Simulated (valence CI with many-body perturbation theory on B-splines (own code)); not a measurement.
# E1 transitions of Sr4+

Calculated by configuration interaction combined with many-body perturbation theory (CI+MBPT): six valence electrons over a frozen Dirac-Fock core [Ar] 3d10, radial functions for each j: 9 s, 9 p, 8 d, 6 f, 3 g, 1 h, with the one-electron correlation potential Σ1 (screened to all orders), the two-electron term Σ2, the three-electron term Σ3, Breit, model QED; selected single and double excitations, second order for the rest, scaled by the run's own slope (own B-spline code, finite nucleus).

Against 33 measured levels this calculation errs by 296 cm⁻¹ on average and by 563 at most. Among the levels kept, up to 1200 cm⁻¹ of a level comes from second order outside the variational space, and about a tenth of that is noise between levels of different J, which matters for small intervals.

Lines 51 to 67 of 67 in falling wavelength, among levels below 253270 cm⁻¹, chosen from the strongest by gf and those to the six lowest levels. Wavelengths and rates use the calculated energies, so an error of 300 cm⁻¹ moves a line at 434.6 Å by 0.13 % and its rate by three times that or more. Electric multipoles are in the length gauge, E1 and E2 with the static RPA response of the core. Weak lines are less certain than strong ones. Lines between different terms over intervals too small for the method are left out, as are lines whose strength nearly cancels. The highest levels of a list are the least certain.

Letters in brackets count levels of one name in rising energy.

| λ vac (Å) | λ from measured levels | Upper | Lower | A (s⁻¹) | S (a.u.) with core polarisation | S without |
| --- | --- | --- | --- | --- | --- | --- |
| 434.6 | 434.1 | 4s2.4p3.4d 3F°_2 [b] | 4s2.4p4 1D_2 | 3.57e+08 | 7.24e-02 | 7.70e-02 |
| 429.4 | 429.1 | 4s2.4p3.4d 3D°_3 [b] | 4s2.4p4 1D_2 | 2.65e+08 | 7.26e-02 | 7.66e-02 |
| 429.2 | 428.9 | 4s2.4p3.4d 1D°_2 | 4s2.4p4 3P_1 | 4.92e+07 | 9.60e-03 | 1.04e-02 |
| 426.0 | 425.8 | 4s2.4p3.4d 3D°_1 [b] | 4s2.4p4 3P_0 | 1.40e+09 | 1.60e-01 | 1.71e-01 |
| 425.1 | 425.0 | 4s2.4p3.4d 3D°_1 [b] | 4s2.4p4 3P_1 | 2.52e+08 | 2.87e-02 | 3.05e-02 |
| 419.6 | 419.3 | 4s2.4p3.4d 3P°_0 | 4s2.4p4 3P_1 | 3.08e+08 | 1.12e-02 | 1.16e-02 |
| 418.2 | 417.9 | 4s2.4p3.4d 3P°_1 | 4s2.4p4 3P_0 | 6.58e+07 | 7.13e-03 | 7.31e-03 |
| 417.4 | 417.2 | 4s2.4p3.4d 3P°_1 | 4s2.4p4 3P_1 | 5.12e+08 | 5.52e-02 | 5.82e-02 |
| 416.7 | 416.5 | 4s2.4p3.4d 3D°_2 [b] | 4s2.4p4 3P_1 | 1.07e+09 | 1.91e-01 | 2.04e-01 |
| 414.5 | 414.1 | 4s2.4p3.4d 1D°_2 | 4s2.4p4 3P_2 | 8.73e+07 | 1.53e-02 | 1.69e-02 |
| 412.9 | 412.6 | 4s2.4p3.4d 3F°_2 [b] | 4s2.4p4 3P_1 | 8.94e+08 | 1.55e-01 | 1.65e-01 |
| 410.7 | 410.5 | 4s2.4p3.4d 3D°_1 [b] | 4s2.4p4 3P_2 | 2.63e+07 | 2.69e-03 | 2.90e-03 |
| 403.5 | 403.2 | 4s2.4p3.4d 3P°_1 | 4s2.4p4 3P_2 | 1.22e+09 | 1.19e-01 | 1.29e-01 |
| 402.8 | 402.6 | 4s2.4p3.4d 3D°_2 [b] | 4s2.4p4 3P_2 | 1.39e+07 | 2.24e-03 | 2.30e-03 |
| 400.8 | 400.5 | 4s2.4p3.4d 3F°_3 [b] | 4s2.4p4 3P_2 | 3.23e+08 | 7.19e-02 | 7.60e-02 |
| 399.2 | 399.0 | 4s2.4p3.4d 3F°_2 [b] | 4s2.4p4 3P_2 | 8.84e+06 | 1.39e-03 | 1.59e-03 |
| 394.9 | 394.7 | 4s2.4p3.4d 3D°_3 [b] | 4s2.4p4 3P_2 | 1.85e+09 | 3.93e-01 | 4.19e-01 |
